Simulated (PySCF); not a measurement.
# Working out the ionisation energy of Sb

Sb [Kr] 4d10 5s2 5p3 (4S) → Sb⁺ [Kr] 4d10 5s2 5p2 (3P). All numbers are calculated (PySCF 2.14, scalar relativity by spin-free X2C-1e, in x2c-QZVPPall with one added diffuse shell each of s, p, d, f type (14s10p8d5f1g, 128 functions)). Frozen: [Ar] 3d10. Energies in hartree (1 hartree = 27.21139 eV):

| part | Sb (lower) | Sb⁺ (upper) |
| --- | --- | --- |
| UHF | -6478.038489 | -6477.723483 |
| MP2 opposite-spin | -0.475772 | -0.466712 |
| MP2 same-spin | -0.260228 | -0.247914 |

Q: What does Hartree-Fock give?

A: (-6477.723483) − (-6478.038489) = 0.315006 hartree = 8.572 eV.

Q: What do MP2 and SCS-MP2 (6/5 opposite-spin, 1/3 same-spin) give?

A: The opposite-spin parts differ by 0.247 eV and the same-spin parts by 0.335 eV. MP2: 8.572 + (0.247) + (0.335) = 9.154 eV. SCS-MP2: 8.572 + 1.2 × (0.247) + (0.335)/3 = 8.980 eV.

Measured between the centres of the two terms (NIST): 9.124 eV, so MP2 (valence and next inner shell) is off by 0.030 eV.

What remains against the reference includes basis incompleteness, the frozen core and correlation beyond second order.
